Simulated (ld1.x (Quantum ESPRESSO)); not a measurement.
**Logarithmic derivatives: Ni, RRKJ**

| Item | Value |
| --- | --- |
| Element | nickel |
| Generator | ld1.x (Quantum ESPRESSO) 7.5 |
| Type | norm-conserving RRKJ (Kleinman–Bylander form) |
| Functional | PBE |
| Relativity | scalar-relativistic |
| Frozen core | [Ar] |
| Valence charge | 10 |
| Reference configuration | 3d8 4s2 4p0 |
| Partial waves | 4s (bound): rc 1.85 bohr; 3d (bound): rc 0.95 bohr; 4p (bound, empty): rc 3.35 bohr |
| Local potential | the p channel |
| Core correction | Bessel-smoothed model core, default radius (core density twice the valence density) |
| rho0 | 0.02 |

The phase is arctan(r·u′/u) with u = r·R(r), unwrapped; energies in Ry, scanned from -3 to 5 Ry. A pole is an energy at which the radial function vanishes at the test radius. The pseudo phase is shifted by a multiple of π to meet the all-electron one at the reference energy, and phase errors are pseudo minus all-electron; the curves can meet again beyond the range given. Levels narrower than the energy grid can be missing from the lists of poles.

For each channel, where are the poles, and over which energies does the pseudopotential scatter like the atom?

```
channel  radius (bohr)  reference energy (Ry)  poles, all-electron  poles, pseudo  unbroken range about the reference energy with phases within 0.05 rad  phase error 1 Ry above the reference energy (rad)
      s           3.67                  -0.41          -0.05, 3.38    -0.05, 3.85                                                              below 1.0                                             +0.008
      p           3.67                  -0.09           0.60, 4.12     0.59, 3.62                                                              below 1.4                                             -0.011
      d           3.67                  -0.65          -0.64, 1.79    -0.64, 2.09                                                              below 0.3                                             +0.061
```

Note: ghost state, extra bound levels that the all-electron valence spectrum of the same l lacks: s at -180.0 eV. A true bound ghost makes a file unfit for plane-wave use.

Phases in the s channel:

```json
{"E (Ry)": "-3.00", "all-electron": "1.401", "pseudo": "1.401"}
{"E (Ry)": "-2.52", "all-electron": "1.382", "pseudo": "1.382"}
{"E (Ry)": "-2.04", "all-electron": "1.354", "pseudo": "1.353"}
{"E (Ry)": "-1.56", "all-electron": "1.306", "pseudo": "1.306"}
{"E (Ry)": "-1.08", "all-electron": "1.194", "pseudo": "1.194"}
{"E (Ry)": "-0.60", "all-electron": "0.348", "pseudo": "0.349"}
{"E (Ry)": "-0.12", "all-electron": "-1.527", "pseudo": "-1.527"}
{"E (Ry)": "0.36", "all-electron": "-1.737", "pseudo": "-1.734"}
{"E (Ry)": "0.84", "all-electron": "-1.939", "pseudo": "-1.919"}
{"E (Ry)": "1.32", "all-electron": "-2.703", "pseudo": "-2.502"}
{"E (Ry)": "1.80", "all-electron": "-4.229", "pseudo": "-4.071"}
{"E (Ry)": "2.28", "all-electron": "-4.532", "pseudo": "-4.473"}
{"E (Ry)": "2.76", "all-electron": "-4.638", "pseudo": "-4.597"}
{"E (Ry)": "3.24", "all-electron": "-4.698", "pseudo": "-4.660"}
{"E (Ry)": "3.72", "all-electron": "-4.745", "pseudo": "-4.702"}
{"E (Ry)": "4.20", "all-electron": "-4.791", "pseudo": "-4.736"}
{"E (Ry)": "4.68", "all-electron": "-4.851", "pseudo": "-4.767"}
```
